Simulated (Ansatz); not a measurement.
Ansatz (an electronic-structure program) input for C₂H₂O, SMILES C1=CO1, PBE-D3(BJ)/def2-TZVP. 

Ansatz 0.2 input:
```yaml
crystal:
  periodic: [false, false, false]
  atoms:
    - {symbol: C, position_ang: [0.00000000, -0.62986736, -0.45712527]}
    - {symbol: C, position_ang: [0.00000000, 0.62986742, -0.45712520]}
    - {symbol: O, position_ang: [0.00000000, -0.00000005, 0.88268791]}
    - {symbol: H, position_ang: [0.00000000, -1.64888490, -0.78800033]}
    - {symbol: H, position_ang: [0.00000000, 1.64888498, -0.78800013]}
basis:
  gaussian:
    orbitals: def2-TZVP
hamiltonian:
  xc: pbe
  dispersion: d3bj
relax: {f_tol: 0.002, max_steps: 200}
```

It prints:

```
WARN ansatz: RAYON_NUM_THREADS=1 ignored (pool sized by the plan → 1); use --threads N
Functional definition: PBE
integrals: 0.02 GiB planned
599 factors; their error is unknown
mean field: 0.22 GiB planned
mean field evaluation 1: about -4140.8472 eV, gradient 4.8e1 eV
mean field evaluation 2: about -4134.5303 eV, gradient 7.5e1 eV
mean field evaluation 4: about -4145.9422 eV, gradient 6.1e0 eV
mean field evaluation 8: about -4145.9883 eV, gradient 7.5e-2 eV
mean field evaluation 16: about -4145.9883 eV, gradient 2.1e-5 eV
mean field -4145.98829582 eV, -152.3622596197 hartree, gradient 2.0e-5 eV, S^2 0.000000; 0 other end points of the search recorded, 0 dependent functions left out
the calculation of the forces begins
reference -4145.98832426 eV, -152.3622606646 hartree; 11, 11 occupied and 94, 94 virtual orbitals, 599 factors
relax step   1: F+E_penalty+E_count = -4146.04310885 eV  Δ(F+E_penalty+E_count) = +0.000e0 eV  max|allowed force component| = 9.775e-1 eV/Å  Δτ_max = 0.0000 Å  (28 SCF iters, accepted)
these checks for a lower state are left out or cut short: starts, cluster_reference, orbital_swaps, neighbouring_geometries, increment
integrals: 0.02 GiB planned
599 factors; their error is unknown
mean field: 0.22 GiB planned
mean field -4146.00438332 eV, -152.3628508242 hartree, gradient 1.3e-5 eV, S^2 0.000000; 0 other end points of the search recorded, 0 dependent functions left out
the calculation of the forces begins
reference -4146.00441178 eV, -152.3628518700 hartree; 11, 11 occupied and 94, 94 virtual orbitals, 599 factors
relax step   2: F+E_penalty+E_count = -4146.05911734 eV  Δ(F+E_penalty+E_count) = -1.601e-2 eV  max|allowed force component| = 5.429e-1 eV/Å  Δτ_max = 0.0102 Å  (33 SCF iters, accepted)
these checks for a lower state are left out or cut short: starts, cluster_reference, orbital_swaps, neighbouring_geometries, increment
integrals: 0.02 GiB planned
599 factors; their error is unknown
mean field: 0.22 GiB planned
mean field evaluation 32: about -4146.0089 eV, gradient 2.4e-5 eV
mean field -4146.00890213 eV, -152.3630168875 hartree, gradient 2.4e-5 eV, S^2 0.000000; 0 other end points of the search recorded, 0 dependent functions left out
the calculation of the forces begins
reference -4146.00893057 eV, -152.3630179326 hartree; 11, 11 occupied and 94, 94 virtual orbitals, 599 factors
relax step   3: F+E_penalty+E_count = -4146.06360237 eV  Δ(F+E_penalty+E_count) = -4.485e-3 eV  max|allowed force component| = 4.499e-2 eV/Å  Δτ_max = 0.0121 Å  (32 SCF iters, accepted)
these checks for a lower state are left out or cut short: starts, cluster_reference, orbital_swaps, neighbouring_geometries, increment
integrals: 0.02 GiB planned
599 factors; their error is unknown
mean field: 0.22 GiB planned
mean field -4146.00893584 eV, -152.3630181265 hartree, gradient 2.6e-5 eV, S^2 0.000000; 0 other end points of the search recorded, 0 dependent functions left out
the calculation of the forces begins
reference -4146.00896428 eV, -152.3630191714 hartree; 11, 11 occupied and 94, 94 virtual orbitals, 599 factors
relax step   4: F+E_penalty+E_count = -4146.06363654 eV  Δ(F+E_penalty+E_count) = -3.417e-5 eV  max|allowed force component| = 1.313e-3 eV/Å  Δτ_max = 0.0012 Å  (32 SCF iters, accepted)
integrals: 0.02 GiB planned
599 factors; their error is unknown
mean field: 0.22 GiB planned
mean field evaluation 64: about -4146.0089 eV, gradient 2.3e-5 eV
mean field -4146.00893584 eV, -152.3630181265 hartree, gradient 2.6e-5 eV, S^2 0.000000; 1 other end points of the search recorded, 0 dependent functions left out
the calculation of the forces begins
reference -4146.00896428 eV, -152.3630191714 hartree; 11, 11 occupied and 94, 94 virtual orbitals, 599 factors
Total energy: -4146.06366497 eV, -152.3650293849 hartree
Atom 0 at    -0.000000    -0.635898    -0.459772 Å, force     0.000000     0.000526     0.001069 eV/Å
Atom 1 at    -0.000000     0.635898    -0.459772 Å, force     0.000000    -0.000526     0.001069 eV/Å
Atom 2 at     0.000000    -0.000000     0.905025 Å, force    -0.000000     0.000000     0.000488 eV/Å
Atom 3 at     0.000000    -1.660528    -0.796522 Å, force    -0.000000     0.000685    -0.001313 eV/Å
Atom 4 at     0.000000     1.660529    -0.796522 Å, force    -0.000000    -0.000685    -0.001313 eV/Å
Dipole moment:    -0.000000    -0.000000    -0.481728 e Å
```

The run converged.
